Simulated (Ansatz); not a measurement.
Gas-phase electronic energies from Ansatz, PBE0-D4/def2-TZVP geometries. CBS: MP2 limit from def2 TZ/QZ plus the TZ coupled-cluster correction, frozen cores. Functionals use def2-TZVPP. B3LYP here is the variant with VWN-RPA as its local correlation; programs differ in this. One conformer a species, not always the lowest.

Consider the formal exchange of groups at a P–O bond: `O[SiH2]OP` + `CBN` → `CB(N)P` + `O[SiH2]O`.

```tsv
level	ΔE (kJ/mol)
B97M-V	-30.8
r2SCAN0-D4	-30.7
BLYP	-18.9
PBE0	-34.1
B3LYP	-18.6
CAM-B3LYP	-16.3
LC-ωPBE	-29.5
SCS-MP2/def2-QZVPP	-20.2
```

(1) What does CCSD(T)/CBS give? (An estimate is asked.)

(2) What do rigid-rotor, harmonic-oscillator terms from PBE0-D4/def2-TZVP frequencies (298.15 K, 1 bar) make of the CCSD(T)/CBS value? (Best estimate.)

Largest T1 diagnostic among the species: 0.013.

Answers

(1) Computed: -27.6 kJ/mol. The listed levels differ from it by -3.2, -3.1, 8.7, -6.5, 9.0, 11.3, -1.9, 7.4 kJ/mol.

(2) The calculation gave: ΔZPE = +2.2 kJ/mol, ΔH = -25.5 kJ/mol, ΔS = -14 J/(mol·K), ΔG = -21.5 kJ/mol. Modes under 50 cm⁻¹ make the entropy rough.

In def2-TZVPP, CCSD(T) changes the Hartree–Fock value by −24.0 kJ/mol (the triples alone add −3.2 kJ/mol) and MP2 by −26.3 kJ/mol. At CCSD(T), def2-SVP lies −9.3 kJ/mol from the extrapolated value and def2-TZVPP −0.1 kJ/mol. Leaving LDA and LC-ωPBE aside and taking each functional with its dispersion term where it has one, the values, not all of them listed here, spread over 22.9 kJ/mol, from revPBE-D4 to BHLYP-D4. LDA lies −3.9 kJ/mol from PBE without D4.
